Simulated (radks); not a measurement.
Species: Cu XIII. Configuration: [Ne] 3s2 3p5.

Method: scalar-relativistic Kohn-Sham, BLYP, spin-polarised, spherical densities, finite nucleus; open shells are filled with parallel spins first; Fermi nuclear charge, rms radius 3.8823 fm; computed with a radial shooting solver on a logarithmic mesh with Libxc functionals.

Energy parts (Ry):
total: -3186.86439
kinetic: 3237.32378
electron-nucleus: -7189.97635
Hartree: 878.28595
exchange-correlation: -112.49777

Orbitals (lengths in bohr, moments of r in powers of bohr):
1s up: occ. 1; eigenvalue (Ry) -677.9468; <r> 0.05214; <1/r> 29.15; <r^4> 0.00003442; <r^2> 0.003658
1s down: occ. 1; eigenvalue (Ry) -677.8871; <r> 0.05214; <1/r> 29.15; <r^4> 0.00003441; <r^2> 0.003658
2s up: occ. 1; eigenvalue (Ry) -105.5154; <r> 0.2341; <1/r> 6.353; <r^4> 0.007200; <r^2> 0.06460
2s down: occ. 1; eigenvalue (Ry) -105.4706; <r> 0.2341; <1/r> 6.353; <r^4> 0.007185; <r^2> 0.06456
2p up: occ. 3; eigenvalue (Ry) -94.90344; <r> 0.2054; <1/r> 6.229; <r^4> 0.005337; <r^2> 0.05164
2p down: occ. 3; eigenvalue (Ry) -94.83748; <r> 0.2054; <1/r> 6.229; <r^4> 0.005328; <r^2> 0.05163
3s up: occ. 1; eigenvalue (Ry) -31.77144; <r> 0.6277; <1/r> 2.293; <r^4> 0.3010; <r^2> 0.4485
3s down: occ. 1; eigenvalue (Ry) -31.56176; <r> 0.6285; <1/r> 2.289; <r^4> 0.3031; <r^2> 0.4498
3p up: occ. 3; eigenvalue (Ry) -28.49663; <r> 0.6262; <1/r> 2.201; <r^4> 0.3184; <r^2> 0.4524
3p down: occ. 2; eigenvalue (Ry) -28.28949; <r> 0.6271; <1/r> 2.198; <r^4> 0.3212; <r^2> 0.4540

The highest occupied level is 3p down at -384.90 eV. The spin density at the nucleus is -0.348 e/bohr^3 (1s -1.101, 2s 0.205, 3s 0.548). For comparison, the ionisation energy in NIST's Atomic Spectra Database is 401.0 eV (semi-empirical). In exact Kohn-Sham theory the highest level is minus the ionisation energy, but local and semilocal functionals leave it too shallow, through self-interaction and a potential that decays too fast; potentials with the right tail come closer. The density falls to 0.001 e/bohr^3 at r = 1.64 bohr.
